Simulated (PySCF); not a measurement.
PySCF input file for C4H4Cl2, SMILES ClC1=C(Cl)CC1, TDDFT-PBE/def2-SVPD. Geometry optimised at B3LYP-D3(BJ)/def2-SVP.

```python
import numpy as np
from pyscf import gto, scf, dft, tdscf

mol = gto.M(
    atom='''
    Cl   -1.86721917   -0.00000000   -0.97261965
    C    -0.67217738    0.00000000    0.25660656
    C     0.67217739    0.00000000    0.25660656
    Cl    1.86721916   -0.00000000   -0.97261966
    C     0.78589733    0.00000000    1.76546421
    C    -0.78589732    0.00000000    1.76546421
    H     1.24748422   -0.90019713    2.20105479
    H     1.24748422    0.90019713    2.20105479
    H    -1.24748421    0.90019712    2.20105480
    H    -1.24748420   -0.90019713    2.20105480
    ''',
    basis='def2-SVPD',
    charge=0,
    spin=0,
    symmetry=True,
    max_memory=1600,
    verbose=4,
)
mf = dft.RKS(mol, xc='pbe').density_fit(auxbasis='def2-universal-jkfit')
mf.grids.level = 3
mf.conv_tol = 1e-9
mf.max_cycle = 100
mf.kernel()
mf.grids = dft.Grids(mol).set(level=1).build(with_non0tab=True)  # coarser grid for the response kernel
td = tdscf.TDDFT(mf)
td.singlet = True
td.nstates = 10
td.conv_tol = 1e-4
td.positive_eig_threshold = 1e-6
td.kernel(x0=td.get_init_guess(mf, 15))
td.analyze()
tt = tdscf.TDA(mf)
tt.singlet = False
tt.nstates = 4
tt.conv_tol = 1e-4
tt.positive_eig_threshold = 1e-6
tt.kernel(x0=tt.get_init_guess(mf, 9))
tt.analyze(verbose=3)
```

It prints:

```
PySCF version 2.14.0

[INPUT] verbose = 4
[INPUT] num. atoms = 10
[INPUT] num. electrons = 62
[INPUT] charge = 0
[INPUT] spin (= nelec alpha-beta = 2S) = 0
[INPUT] symmetry True subgroup None
[INPUT] Mole.unit = angstrom
[INPUT] Symbol           X                Y                Z      unit          X                Y                Z       unit  Magmom
[INPUT]  1 Cl    -1.867219170000   0.000000000000  -0.972619650000 AA   -3.528532845838   0.000000000000  -1.837984761870 Bohr   0.0
[INPUT]  2 C     -0.672177380000   0.000000000000   0.256606560000 AA   -1.270231155328   0.000000000000   0.484916120167 Bohr   0.0
[INPUT]  3 C      0.672177390000   0.000000000000   0.256606560000 AA    1.270231174225   0.000000000000   0.484916120167 Bohr   0.0
[INPUT]  4 Cl     1.867219160000   0.000000000000  -0.972619660000 AA    3.528532826940   0.000000000000  -1.837984780768 Bohr   0.0
[INPUT]  5 C      0.785897330000   0.000000000000   1.765464210000 AA    1.485130715727   0.000000000000   3.336243839622 Bohr   0.0
[INPUT]  6 C     -0.785897320000   0.000000000000   1.765464210000 AA   -1.485130696830   0.000000000000   3.336243839622 Bohr   0.0
[INPUT]  7 H      1.247484220000  -0.900197130000   2.201054790000 AA    2.357403520517  -1.701126033819   4.159390738262 Bohr   0.0
[INPUT]  8 H      1.247484220000   0.900197130000   2.201054790000 AA    2.357403520517   1.701126033819   4.159390738262 Bohr   0.0
[INPUT]  9 H     -1.247484210000   0.900197120000   2.201054800000 AA   -2.357403501619   1.701126014922   4.159390757159 Bohr   0.0
[INPUT] 10 H     -1.247484200000  -0.900197130000   2.201054800000 AA   -2.357403482722  -1.701126033819   4.159390757159 Bohr   0.0

nuclear repulsion = 324.079916502729
point group symmetry = C2v
symmetry origin: [-6.09589139e-10 -3.04794537e-10  4.57191813e-09]
symmetry axis x: [1.00000000e+00 2.58478542e-11 2.15696533e-10]
symmetry axis y: [ 2.58478543e-11 -1.00000000e+00 -2.54476469e-10]
symmetry axis z: [ 2.15696533e-10  2.54476784e-10 -1.00000000e+00]
num. orbitals of irrep A1 = 55
num. orbitals of irrep A2 = 28
num. orbitals of irrep B1 = 55
num. orbitals of irrep B2 = 28
number of shells = 70
number of NR pGTOs = 250
number of NR cGTOs = 166
basis = def2-SVPD
ecp = {}


[settings echo left out]
init E= -1074.84875084557
HOMO (B2) = -0.262588010525308  LUMO (A2) = -0.0781645293240678  gap/eV = 5.01842
cycle= 1 E= -1074.198945527  delta_E= 0.65  |g|= 0.335  |ddm|= 6.08
HOMO (B2) = -0.188764222730426  LUMO (A2) = -0.0177271963041328  gap/eV = 4.65415
cycle= 2 E= -1074.16684769871  delta_E= 0.0321  |g|= 0.488  |ddm|= 1.17
HOMO (B2) = -0.215201104179461  LUMO (A2) = -0.0437442825198744  gap/eV = 4.66558
cycle= 3 E= -1074.22838666045  delta_E= -0.0615  |g|= 0.0862  |ddm|= 0.749
HOMO (B2) = -0.217601778085894  LUMO (A2) = -0.0420715789740149  gap/eV = 4.77642
cycle= 4 E= -1074.23013872796  delta_E= -0.00175  |g|= 0.0365  |ddm|= 0.231
HOMO (B2) = -0.219791617171182  LUMO (A2) = -0.0453485987361151  gap/eV = 4.74684
cycle= 5 E= -1074.23044897436  delta_E= -0.00031  |g|= 0.0127  |ddm|= 0.072
HOMO (B2) = -0.218371035661549  LUMO (A2) = -0.043703822075043  gap/eV = 4.75294
cycle= 6 E= -1074.23049042053  delta_E= -4.14e-05  |g|= 0.00218  |ddm|= 0.0346
HOMO (B2) = -0.218574368765727  LUMO (A2) = -0.0439145994440571  gap/eV = 4.75273
cycle= 7 E= -1074.23049185305  delta_E= -1.43e-06  |g|= 0.00027  |ddm|= 0.00853
HOMO (B2) = -0.218574900467825  LUMO (A2) = -0.0439223763307726  gap/eV = 4.75254
cycle= 8 E= -1074.23049187252  delta_E= -1.95e-08  |g|= 7.79e-05  |ddm|= 0.00148
HOMO (B2) = -0.218574001596533  LUMO (A2) = -0.0439222200164107  gap/eV = 4.75252
cycle= 9 E= -1074.23049187443  delta_E= -1.92e-09  |g|= 9.5e-06  |ddm|= 0.000401
HOMO (B2) = -0.218573949846562  LUMO (A2) = -0.0439219738984451  gap/eV = 4.75252
cycle= 10 E= -1074.23049187445  delta_E= -1.68e-11  |g|= 2.46e-06  |ddm|= 3.74e-05
HOMO (B2) = -0.218573927557907  LUMO (A2) = -0.0439218401539487  gap/eV = 4.75253
Extra cycle  E= -1074.23049187445  delta_E= -3.18e-12  |g|= 3.07e-06  |ddm|= 1.91e-05
converged SCF energy = -1074.23049187445
tot grids = 43240
Overwritten attributes  positive_eig_threshold  of <class 'pyscf.tdscf.rks.CasidaTDDFT'>


******** <class 'pyscf.tdscf.rks.CasidaTDDFT'> for <class 'pyscf.df.df_jk.DFSymAdaptedRKS'> ********
nstates = 10 singlet
deg_eia_thresh = 1.000e-03
wfnsym = None
conv_tol = 0.0001
eigh lindep = 1e-12
eigh level_shift = 0
eigh max_cycle = 100


Excitation energies (eV)
[5.66226408 5.95453732 5.98518069 6.27175313 6.42063269 6.61674039
 6.67160748 6.88603695 7.08946744 7.2793944 ]

** Singlet excitation energies and oscillator strengths **
Excited State   1:   B2      5.66226 eV    218.97 nm  f=0.0003
      31 -> 33        0.70372
Excited State   2:   B2      5.95454 eV    208.22 nm  f=0.0188
      31 -> 34       -0.70554
Excited State   3:   B1      5.98518 eV    207.15 nm  f=0.2574
      26 -> 32       -0.11307
      31 -> 32        0.67743
Excited State   4:   A2      6.27175 eV    197.69 nm  f=0.0000
      31 -> 35       -0.69180
      31 -> 36       -0.13476
Excited State   5:   A2      6.42063 eV    193.10 nm  f=0.0000
      30 -> 32        0.70471
Excited State   6:   A2      6.61674 eV    187.38 nm  f=0.0000
      31 -> 35        0.13281
      31 -> 36       -0.69088
Excited State   7:   B2      6.67161 eV    185.84 nm  f=0.0000
      29 -> 32       -0.69581
      31 -> 37       -0.11409
Excited State   8:   B2      6.88604 eV    180.05 nm  f=0.0020
      29 -> 32        0.11062
      31 -> 37       -0.69617
Excited State   9:   A1      7.08947 eV    174.89 nm  f=0.0045
      28 -> 32       -0.12616
      31 -> 38       -0.69187
Excited State  10:   A1      7.27939 eV    170.32 nm  f=0.0020
      30 -> 33       -0.69495

** Transition electric dipole moments (AU) **
state          X           Y           Z        Dip. S.      Osc.
  1         0.0000     -0.0450     -0.0000      0.0020      0.0003
  2        -0.0000      0.3593      0.0000      0.1291      0.0188
  3        -1.3250      0.0000      0.0000      1.7555      0.2574
  4         0.0000      0.0000     -0.0000      0.0000      0.0000
  5        -0.0000      0.0000      0.0000      0.0000      0.0000
  6         0.0000     -0.0000     -0.0000      0.0000      0.0000
  7        -0.0000      0.0076      0.0000      0.0001      0.0000
  8        -0.0000     -0.1078      0.0000      0.0116      0.0020
  9        -0.0000      0.0000      0.1614      0.0261      0.0045
 10        -0.0000     -0.0000     -0.1061      0.0113      0.0020

** Transition velocity dipole moments (imaginary part, AU) **
state          X           Y           Z        Dip. S.      Osc.
  1         0.0000     -0.0013      0.0000      0.0000      0.0000
  2         0.0000      0.0814     -0.0000      0.0066      0.0202
  3        -0.2862     -0.0000      0.0000      0.0819      0.2482
  4        -0.0000     -0.0000      0.0000      0.0000      0.0000
  5         0.0000      0.0000      0.0000      0.0000      0.0000
  6        -0.0000     -0.0000      0.0000      0.0000      0.0000
  7         0.0000      0.0041     -0.0000      0.0000      0.0000
  8         0.0000     -0.0199     -0.0000      0.0004      0.0010
  9        -0.0000      0.0000      0.0361      0.0013      0.0033
 10         0.0000     -0.0000     -0.0293      0.0009      0.0021

** Transition magnetic dipole moments (imaginary part, AU) **
state          X           Y           Z
  1        -0.0054      0.0000      0.0000
  2         0.2664      0.0000      0.0000
  3        -0.0000      0.1465      0.0000
  4        -0.0000      0.0000     -0.2077
  5        -0.0000      0.0000      0.6071
  6        -0.0000     -0.0000     -0.1672
  7         0.8141     -0.0000     -0.0000
  8         0.3854     -0.0000      0.0000
  9         0.0000     -0.0000      0.0000
 10         0.0000     -0.0000     -0.0000
Overwritten attributes  positive_eig_threshold  of <class 'pyscf.tdscf.rks.TDA'>


******** <class 'pyscf.tdscf.rks.TDA'> for <class 'pyscf.df.df_jk.DFSymAdaptedRKS'> ********
nstates = 4 triplet
deg_eia_thresh = 1.000e-03
wfnsym = None
conv_tol = 0.0001
eigh lindep = 1e-12
eigh level_shift = 0
eigh max_cycle = 100


Excitation energies (eV)
[3.98532551 5.25215902 5.87478023 5.94784943]

** Triplet excitation energies and oscillator strengths **
Excited State   1:   B1      3.98533 eV    311.10 nm  f=0.0000
Excited State   2:   B2      5.25216 eV    236.06 nm  f=0.0000
Excited State   3:   B2      5.87478 eV    211.04 nm  f=0.0000
Excited State   4:   A2      5.94785 eV    208.45 nm  f=0.0000
```

The calculation finished and met its thresholds.

Cost: about 80 core-seconds (a rough figure).
